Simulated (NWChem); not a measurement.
[Sn]([OH])([OH])([OH])[OH] (SnH4O4), optimised at PBE0/def2-SVP with NWChem:

| Quantity | Value |
|---|---|
| highest occupied level (eV) | -8.80 |
| orbital gap (eV) | 7.29 |
| dipole (D) | 0.00 |

All stand in one matching conformer (torsions within 35°), which need not be the lowest. One or both are not confirmed as a minimum by frequencies. def2 effective core potentials on Sn; no spin-orbit coupling.

Q: One O atom is replaced by S, giving [OH][Sn]([OH])([OH])[SH] (SnH4SO3), optimised at the same level. How do these values move?

A: 
```json
[
 {"quantity": "highest occupied level (eV)", "new value": "-7.81", "change": "+0.99"},
 {"quantity": "orbital gap (eV)", "new value": "6.23", "change": "-1.06"},
 {"quantity": "dipole (D)", "new value": "0.86", "change": "+0.86"}
]
```
